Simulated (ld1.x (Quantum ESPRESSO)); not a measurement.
**What one change does to a pseudopotential (tantalum (Ta), RRKJ)**

```json
{"Element": "Ta", "Generator": "ld1.x (Quantum ESPRESSO) 7.5", "Type": "norm-conserving RRKJ (Kleinman–Bylander form)", "Functional": "LDA (PZ)", "Relativity": "scalar-relativistic", "Frozen core": "[Xe] 4f14", "Valence charge": "5", "Reference configuration": "5d3 6s1.75 6p0 (charge +0.25)", "Partial waves": "6p (bound, empty): rc 2.80 bohr; 5d (bound): rc 2.10 bohr; 6s (bound): rc 2.05 bohr", "Local potential": "the s channel", "Core correction": "none"}
```

Change: core correction a·sin(br)/r model core inside 1.58 bohr.

Cutoffs: the cutoffs (Ry, on a coarse ladder) from which the occupation-weighted sum of valence levels, in a spherical-Bessel basis at the reference potential, stays within 10 and 1 mRy of its value at 400 Ry; they do not see the model core or the augmentation charge, which bear on the density cutoff. Errors are all-electron minus pseudo energies relative to the spin-unpolarised reference configuration.

**Question.** How do hardness, ghosts and transferability respond?

**Answer.** The potential gets neither clearly harder nor softer (25 Ry and 50 Ry → 25 Ry and 50 Ry); of the 9 tests that both files solve, the error grows in 2 and shrinks in 6 by more than 15 % and 0.3 meV (median size 32.3 → 10.9 meV); neither file shows a bound ghost. A model core, the more so a compact one, raises the density cutoff, which this test does not measure.

| quantity | base | changed |
| --- | --- | --- |
| cutoff, loose | 25 Ry | 25 Ry |
| cutoff, tight | 50 Ry | 50 Ry |
| bound ghosts | none | none |
| error for 5d3 6s2 6p0, meV [ΔE -1.59 eV] | +1.3 | +0.5 |
| error for 5d3 6s1 6p0, meV [ΔE 7.11 eV] | +7.9 | -2.9 |
| error for 5d3 6s0 6p0, meV [ΔE 22.42 eV] | +72 | -26 |
| error for 5d3.5 6s1.5 6p0, meV [ΔE -0.61 eV] | +2.9 | -6.2 |
| error for 5d3 6s1 6p1, meV [ΔE 2.67 eV] | +2.7 | -2.9 |
| error for 5d3 6s0 6p1, meV [ΔE 12.30 eV] | +39 | -11 |
| error for 5d2 6s2 6p1, meV [ΔE 1.50 eV] | +32 | -47 |
| error for 5d3 6s1.75 6p0 (spin-polarised), meV [ΔE -1.21 eV] | +1424 | +59 |
| error for 5d3 6s2 6p0 (spin-polarised), meV [ΔE -2.64 eV] | +1329 | +55 |
| s: phases at 3.05 bohr within 0.05 rad from the reference energy up to (Ry; the scan ends near 5) | 0.4 | 0.4 |
| p: phases at 3.05 bohr within 0.05 rad from the reference energy up to (Ry; the scan ends near 5) | 3.1 | 3.1 |
| d: phases at 3.05 bohr within 0.05 rad from the reference energy up to (Ry; the scan ends near 5) | 1.2 | 1.2 |
